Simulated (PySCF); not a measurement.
Computed shifts of a molecule C₂H₆F₂Si, PySCF with PBE/pcSseg-1, GIAO, gas phase, atoms alike by connectivity averaged where their shifts nearly agree, in ppm (number of nuclei): ¹³C: 85.1 (1), -2.3 (1). ²⁹Si: 24.5 (1). ¹⁹F: -233.4 (1), -327.1 (1). ¹H: 5.76 (1), 5.07 (1), 4.65 (1), 0.49 (3). References: ¹³C against TMS (σ = 182.0 ppm); ²⁹Si against TMS (σ = 335.4 ppm); ¹⁹F against CFCl3 (σ = 133.6 ppm); ¹H against TMS (σ = 31.49 ppm), references at their B3LYP-D3(BJ)/def2-TZVP geometries, non-relativistic. Geometry: ωB97X-D3(BJ)/def2-SVP. The values are those of a single conformer.

Problem. Which molecule gave these data?
A. C[SiH2]C(F)F
B. C[Si@H](F)CF
C. C[Si](C)(F)F
D. C[C@@H](F)[SiH2]F

Solution. B, C[Si@H](F)CF
